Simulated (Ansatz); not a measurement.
Reaction (redistribution): `[SiH3]NPS` + `C[SiH2]/C=C/[SiH3]` → `[SiH3]/C=C/[SiH3]` + `C[SiH2]NPS`

Program: Ansatz. Geometries: PBE0-D4/def2-TZVP. ΔE: electronic, gas phase. CCSD(T)/CBS adds triple-zeta CCSD(T) − MP2 to the extrapolated MP2 energy (def2 sets, frozen cores). This one scheme is used for every species. Double bonds are as drawn, so ΔE can hold a change between cis and trans. Functionals use def2-TZVPP. B3LYP here is the variant with VWN-RPA as its local correlation; programs differ in this. HSE06 is defined as in plane-wave codes. Each species was taken in one conformer, which may not be the lowest.

| level | ΔE (kJ/mol) | difference from CCSD(T)/CBS |
| --- | --- | --- |
| LDA (SPW92) | -1.0 | -1.0 |
| revPBE-D4 | -0.3 | -0.3 |
| BLYP-D4 | -0.4 | -0.4 |
| r2SCAN-D4 | 0.4 | 0.4 |
| B97M-V | -0.3 | -0.3 |
| PBE0-D4 | -0.3 | -0.3 |
| B3LYP-D4 | -0.5 | -0.5 |
| r2SCANh-D4 | 0.3 | 0.3 |
| r2SCAN0-D4 | 0.1 | 0.1 |
| HSE06-D4 | -0.1 | -0.1 |
| BHLYP-D4 | -0.6 | -0.6 |
| CAM-B3LYP-D4 | -0.8 | -0.8 |
| B2PLYP | 1.6 | 1.6 |
| PBE-QIDH | 0.9 | 0.9 |
| revPBE | 3.3 | 3.3 |
| BLYP | 3.1 | 3.1 |
| r2SCAN | 1.1 | 1.1 |
| PBE0 | 1.5 | 1.5 |
| B3LYP | 2.4 | 2.4 |
| r2SCANh | 1.0 | 1.0 |
| r2SCAN0 | 0.8 | 0.8 |
| HSE06 | 1.6 | 1.6 |
| BHLYP | 1.5 | 1.5 |
| CAM-B3LYP | 1.0 | 1.0 |
| LC-ωPBE | 0.5 | 0.5 |
| RPA@PBE/def2-TZVPP | 0.8 | 0.8 |
| HF/def2-SVP | 2.0 | 2.0 |
| MP2/def2-SVP | 0.6 | 0.6 |
| CCSD/def2-SVP | 0.2 | 0.2 |
| CCSD(T)/def2-SVP | 0.0 | 0.0 |
| HF/def2-TZVPP | 1.7 | 1.7 |
| MP2/def2-TZVPP | 1.0 | 1.0 |
| SCS-MP2/def2-TZVPP | 1.4 | 1.4 |
| CCSD/def2-TZVPP | 0.2 | 0.2 |
| CCSD(T)/def2-TZVPP | 0.0 | 0.0 |
| MP2/def2-QZVPP | 1.1 | 1.1 |
| SCS-MP2/def2-QZVPP | 1.4 | 1.4 |
| HF/CBS(def2) | 1.9 | 1.9 |
| MP2/CBS(def2) | 1.0 | 1.0 |
| CCSD/CBS(def2) | 0.2 | 0.2 |
| CCSD(T)/CBS | 0.0 | 0 |

Largest T1 diagnostic among the species: 0.013.

Leaving LDA and LC-ωPBE aside and taking each functional with its dispersion term where it has one, the values spread over 2.4 kJ/mol, from CAM-B3LYP-D4 to B2PLYP.
